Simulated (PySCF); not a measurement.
This PySCF input asks for the NMR shieldings of SMILES [SiH2]1[C@H](C(=O)O)O[Si@H](F)O1, C2H5FO4Si2; the geometry comes from GFN2-xTB.

```python
import basis_set_exchange as bse
import numpy as np
from pyscf import gto, dft
from pyscf.prop import nmr

atoms = """
O    -2.547203    0.478313    1.062787
C    -1.415496    0.741825    0.737994
O    -1.081766    1.887346    0.142661
C    -0.277744   -0.214031    0.861625
O     0.979140    0.426899    0.847803
Si    1.980657    0.132021   -0.380991
F     2.188161    1.414772   -1.302843
O     1.130974   -0.969486   -1.249966
Si   -0.334077   -1.396917   -0.693311
H    -1.859694    2.459821    0.052738
H    -0.384336   -0.761913    1.800684
H     3.241970   -0.415341    0.030365
H    -0.290088   -2.784977   -0.260912
H    -1.331176   -0.998805   -1.670801
"""
names = dict.fromkeys(["O", "C", "Si", "F", "H"], "pcSseg-1")
basis = {el: gto.basis.parse(bse.get_basis(n, elements=[el], fmt="nwchem")) for el, n in names.items()}
mol = gto.M(atom=atoms, basis=basis, charge=0, verbose=0)
mf = dft.RKS(mol, xc="PBE0")
mf.grids.level = 2
mf.grids.alignment = dft.numint.BLKSIZE   # the property module wants whole blocks of grid points
mf.conv_tol = 1e-9
mf.kernel()

calc = nmr.RKS(mf)   # GIAO
C = mf.mo_coeff
Co = C[:, mf.mo_occ > 0]
resp = mf.gen_response(singlet=True, hermi=2)
def vind(x):   # induced exchange potential for any number of trial vectors
    d = np.einsum("pi,xij,qj->xpq", C, 2 * x.reshape(-1, C.shape[1], Co.shape[1]), Co, optimize=True)
    return np.einsum("xpq,pi,qj->xij", resp(d - d.transpose(0, 2, 1)), C, Co, optimize=True).ravel()
mo1, _ = nmr.rhf.solve_mo1(calc, with_cphf=vind)
sigma = calc.kernel(mo1)
for i, s in enumerate(sigma):   # ppm
    print("%2d %-2s %9.2f" % (i, mol.atom_pure_symbol(i), np.trace(s) / 3))
```

Q: What are the results?

A: 
```
 0 O     -78.26
 1 C       7.88
 2 O     125.52
 3 C     117.84
 4 O     270.92
 5 Si    391.40
 6 F     308.86
 7 O     263.22
 8 Si    362.68
 9 H      25.35
10 H      26.96
11 H      27.15
12 H      26.52
13 H      26.81
```

These numbers come from an equivalent density-fitted implementation of the same equations, which agrees with the script to about 0.01 ppm for H and up to a few tenths of a ppm for heavy atoms, so last digits may differ.

Q: Turn these shieldings into chemical shifts. δ = σ(ref) − σ, references computed at the same level: $^{17}$O (σref 336.08) vs H2O; TMS for $^{13}$C (σref 186.93), $^{29}$Si (σref 349.16), $^{1}$H (σref 31.72); CFCl3 for $^{19}$F (σref 170.95).

A: Averaging equivalent atoms: O 0: 414.3; O 2: 210.6; O 7: 72.9; O 4: 65.2; C 1: 179.0; C 3: 69.1; Si 8: -13.5; Si 5: -42.2; F 6: -137.9; H 9: 6.37; H 12: 5.19; H 13: 4.91; H 10: 4.76; H 11: 4.57 ppm. Unscaled 19F shifts against computed CFCl3 carry errors that often reach 10 to 50 ppm. Unscaled 17O shifts of doubly bonded oxygen tend to come out too high, by tens of ppm or more. Experimental scales use liquid or dissolved standards, which lie at an offset from isolated H2O (liquid H2O: subtract about 36 ppm).

Size and cost of the density-fitted run: 192 basis functions, 71 s wall time on 1 thread of an Arm Neoverse N1, shared host; peak memory 0.85 GiB.
